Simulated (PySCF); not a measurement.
# How methods differ on the ionisation energy of La²⁺

La²⁺ [Xe] 5d1 (2D) → La³⁺ [Xe] (1S), as a difference of total energies. Calculation: PySCF 2.14, in x2c-TZVPPall (11s7p7d3f1g, 97 functions); the spin-free X2C one-electron Hamiltonian (Gaussian nucleus). Correlated levels: valence and next inner shell: [Ar] 3d10 frozen. The calculations carry no spin-orbit coupling.

Order these methods by the ionisation energy they give, lowest first.
A. CCSD(T) (valence and next inner shell)
B. CCSD (valence and next inner shell)
C. MP2 (valence and next inner shell)
D. SCS-MP2 (valence and next inner shell)

D (18.518 eV), C (18.550 eV), B (18.636 eV), A (18.664 eV).

A first-order spin-orbit estimate (lowest level to lowest level, LS coupling) adds 0.129 eV.

Errors of the correlated levels include the incompleteness of this basis and the frozen core.

For comparison: 19.177 eV (measured; NIST Atomic Spectra Database, ionization energies).
